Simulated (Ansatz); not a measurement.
Isolated molecules relaxed with PBE0-D4/def2-TZVP in Ansatz; ΔE leaves out vibrations. CBS: MP2 limit from def2 TZ/QZ plus the TZ coupled-cluster correction, frozen cores. Functionals use def2-TZVPP. HSE06 is defined as in plane-wave codes. def2 core potentials past Kr. For Br, In outer-core shells are correlated without core-valence functions, which leaves a few kJ/mol of doubt a bond. Scalar relativity is left out up to krypton. One conformer a species, not always the lowest.

Consider the redistribution: `[F][In]([Br])[Br]` + `OB(S)Cl` → `[OH][In]([Br])[Br]` + `FB(S)Cl`.

Is it downhill or uphill in electronic energy at CCSD(T)/CBS, and by how much? (Estimate.)

Computed: Uphill: ΔE = +0.19 eV.

What do these levels give: BHLYP-D4, revPBE, BLYP, HSE06, MP2/CBS(def2), CCSD/CBS(def2)? (An estimate is asked.)

Ansatz gave: BHLYP-D4 0.23, revPBE 0.20, BLYP 0.19, HSE06 0.21, MP2/CBS(def2) 0.18, CCSD/CBS(def2) 0.20 eV.

What do rigid-rotor, harmonic-oscillator terms from PBE0-D4/def2-TZVP frequencies (298.15 K, 1 bar) make of the CCSD(T)/CBS value? (An estimate is asked.)

Ansatz gave: ΔZPE = -0.02 eV, ΔH = +0.17 eV, ΔS = 9 J/(mol·K), ΔG = +0.14 eV.

Largest T1 diagnostic among the species: 0.012.

Leaving LDA and LC-ωPBE aside and taking each functional with its dispersion term where it has one, the values, not all of them listed here, spread over 0.05 eV, from B2PLYP to BHLYP-D4. In def2-TZVPP, CCSD(T) changes the Hartree–Fock value by −0.10 eV (the triples alone add −0.01 eV) and MP2 by −0.11 eV.
